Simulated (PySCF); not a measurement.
Input of a run (PBE0-D3(BJ)/def2-SVP geometry optimisation, gas phase, def2 core potentials past Kr (PySCF 2.14.0)), started from GFN2-xTB:
```
{"job": {"xc": "PBE0", "basis": "def2-SVP", "d3": "d3bj", "grid": 1, "maxiter": 40, "shake": 0.03, "kind": "geom"}, "charge": 0, "multiplicity": 4}
Mo     0.496530    -0.074690    -0.001800
Cl     0.075550    -0.009710     2.385680
Cl     0.191030     0.005260    -2.452070
Cl     2.912650     0.020840     0.029980
N     -1.883040    -0.032040    -0.061540
H     -2.191530     0.101820     0.930710
H     -2.228900    -0.881190    -0.405390
H     -2.208980     0.767240    -0.599050
N      0.540300     2.289210     0.051540
H      0.265450     2.697160    -0.859470
H      1.522400     2.418260     0.146430
H      0.077330     2.733040     0.784800
N      0.487250    -2.238400    -0.012300
H      0.174560    -2.732000    -0.797540
H      0.152340    -2.731210     0.848400
H      1.582720    -2.367530     0.078030
```

Output (energies in Eh, forces in Eh/bohr):
```
step   0  E = -1617.51120075  max force = 0.067236
step   1  E = -1617.53045023  max force = 0.014535
step   2  E = -1617.53186695  max force = 0.005128
step   3  E = -1617.53220743  max force = 0.003425
step   4  E = -1617.53234074  max force = 0.001347
step   5  E = -1617.53236170  max force = 0.000314
step   6  E = -1617.53237542  max force = 0.000520
step   7  E = -1617.53238122  max force = 0.001035
step   8  E = -1617.53236343  max force = 0.001418
step   9  E = -1617.53236518  max force = 0.001044
step  10  E = -1617.53238794  max force = 0.000607
step  11  E = -1617.53240822  max force = 0.000467
step  12  E = -1617.53242518  max force = 0.000479
step  13  E = -1617.53243294  max force = 0.000329
optimisation converged
```

Q: Summarise the run.

A: The energy falls by 55.7 kJ/mol over 14 energy and gradient evaluations, the largest force component goes from 0.0672 to 3.3e-04 Eh/bohr, and the atoms move by 0.077 Å rms after alignment. The bond that changes most is Mo1–N9 (ends: molybdenum bonded to 3 Cl and 3 N; nitrogen bonded to Mo and 3 H), which shortens by 0.150 Å. Bonds longer at the end by more than 0.005 Å: 5 of 15; shorter: 8. Among the angles that change most is N9–Mo1–N13, from 178.7° to 172.0°. The energy rose by more than 1e-6 Eh at step 8. The first step brought 91 % of the lowering.

Q: What are the final bond lengths?

A: Mo1–Cl2 2.427 Å, Mo1–Cl3 2.412 Å, Mo1–Cl4 2.399 Å, Mo1–N5 2.252 Å, Mo1–N9 2.215 Å, Mo1–N13 2.215 Å, N5–H6 1.023 Å, N5–H7 1.020 Å, N5–H8 1.020 Å, N9–H10 1.021 Å, N9–H11 1.025 Å, N9–H12 1.020 Å, N13–H14 1.020 Å, N13–H15 1.021 Å, N13–H16 1.025 Å. Numbering counts from 1 in the input's order; the species is mer-MoCl3(NH3)3, `[NH3]->[Mo](<-[NH3])(<-[NH3])([Cl])([Cl])[Cl]` [quartet].

The run used 172 basis functions and 95 SCF cycles in all.

No PBE0-D3(BJ)/def2-SVP frequencies stand behind this structure, so it isn't proved a minimum. ⟨S²⟩ = 3.763 (exact for a quartet: 3.75).
